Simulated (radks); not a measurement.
Spherical quantum dot in the effective-mass picture: electrons in a hard-walled sphere of radius 9.27, with a point charge +2 (a donor) at the centre, all in effective atomic units (hartree* = m*/eps^2 hartree, bohr* = eps/m* bohr), one dielectric constant everywhere. Calculated with a radial shooting solver with Libxc functionals: non-relativistic Kohn-Sham, LDA (Slater exchange, Perdew-Wang correlation), spin-polarised, spherical densities. Levels are named by radial order and angular momentum (1s, 1p, 1d, 2s, ...), and open shells are averaged over m. Results are scaled to m* = 0.039 and eps = 4.5, for which hartree* = 52.41 meV and bohr* = 6.106 nm.

N = 30, configuration 1s2 1p6 1d10 2s2 1f(up 7, down 3). This is the lowest configuration that the search found. Occupied and some empty levels:

level,occupation,eigenvalue (meV),<r> (nm)
1s down,1,176.82,5.907
1s up,1,176.82,5.910
2s up,1,187.85,43.56
2s down,1,188.57,43.48
1p up,3,188.94,43.80
1p down,3,189.66,43.73
1d up,5,191.10,44.21
1d down,5,191.84,44.16
1f up,7,194.25,44.64
1f down,3,195.00,44.61
1g up,0,198.33,45.07
1g down,0,199.09,45.05
2p up,0,209.03,29.06
2p down,0,209.29,28.88
2d up,0,214.84,32.86
2d down,0,215.18,32.74

Energy (meV): total 2649.97, kinetic 585.03, external -760.46, Hartree 3183.9, exchange-correlation -358.52.

Electron density:

r (nm),n(r) (e/nm^3)
4.54,0.0009945
8.75,0.0001122
13.0,0.00001560
17.2,3.246e-06
21.4,2.686e-06
25.6,5.690e-06
29.8,0.00001295
34.1,0.00002699
38.3,0.00004897
42.5,0.00007184
46.7,0.00007453
50.9,0.00004073
55.1,3.252e-06
